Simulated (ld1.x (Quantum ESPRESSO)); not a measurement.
## Configuration tests for Cl (Z = 17) (ultrasoft)

Cl, ultrasoft, made with ld1.x (Quantum ESPRESSO) 7.5 (PBEsol, fully relativistic). Core [Ne], reference 3s2 3p4 (charge +1). Waves: 3s (bound): rcut 0.95, rcutus 1.20 bohr; 3s channel at -1.25 Ry: rcut 0.95, rcutus 1.20 bohr; 3p (bound): rcut 1.00, rcutus 1.25 bohr; 3p channel at -0.95 Ry: rcut 1.00, rcutus 1.25 bohr; 3d channel at -0.1 Ry: rcut 1.15, rcutus 1.30 bohr; 3d channel at 1.15 Ry: rcut 1.15, rcutus 1.30 bohr. Local part: all-electron potential smoothed inside 0.90 bohr (lloc = -1). Core correction: Bessel-smoothed model core inside 1.15 bohr. Augmentation charge: PSQ, inside the norm-conserving radii.

Open shells are filled in proportion to 2j + 1 (rel_dist='average').

Energies are relative to the spin-unpolarised reference configuration 3s2 3p4; without spin polarisation the order of configurations can differ from experiment. The frozen-core shift is the all-electron ΔE with the core orbitals held at their reference shape minus the fully relaxed ΔE.

Problem. Give the all-electron excitation energy and the error of the potential for: 3s2 3p5; 3s2 3p3; 3s2 3p2; 3s2 3p4.5; 3s2 3p5.3; 3s2 3p1; 3s1 3p6.

Solution.

```csv
valence configuration,charge,ΔE all-electron (eV),error AE − PS (meV),frozen-core shift (meV)
3s2 3p5,0,-13.836,+0.4,+0.9
3s2 3p3,+2,25.398,+0.4,+3.4
3s2 3p2,+3,63.654,+2.1,+22
3s2 3p4.5,+0.5,-8.271,+0.1,+0.3
3s2 3p5.3,-0.3,-15.964,+0.5,+1.1
3s2 3p1,+4,115.848,+4.8,+76
3s1 3p6,0,-1.723,+2.8,+0.5
```
